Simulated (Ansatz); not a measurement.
`[Cl][Ga-]([Cl])([Cl])[AsH3+]` at its PBE0-D4/def2-TZVP geometry, where that method's forces vanish. The species carries charge 0 and has multiplicity 1.

```xyz
8

Cl    0.6906   -1.5704   -2.1956
Ga   -0.8075   -0.5419   -1.0465
Cl   -1.6011    1.2736   -1.8822
Cl   -2.1576   -1.7561    0.1051
As    0.6680    0.4450    0.8638
H     2.1438    0.1571    0.8496
H     0.7099    1.9394    1.0247
H     0.3539    0.0532    2.2811
```

Q: What forces (eV/Å) does r2SCAN-D4/def2-TZVPP give on these atoms in the Gaussian-basis code of Ansatz? (Estimate.)

A: The calculation gave: 
```
Cl1 -0.004 -0.006 -0.010
Ga2  0.017  0.014  0.024
Cl3 -0.008 -0.003 -0.011
Cl4 -0.008 -0.007 -0.007
As5 -0.009 -0.004 -0.011
H6  -0.029  0.018  0.021
H7   0.016 -0.035  0.016
H8   0.026  0.022 -0.022
```
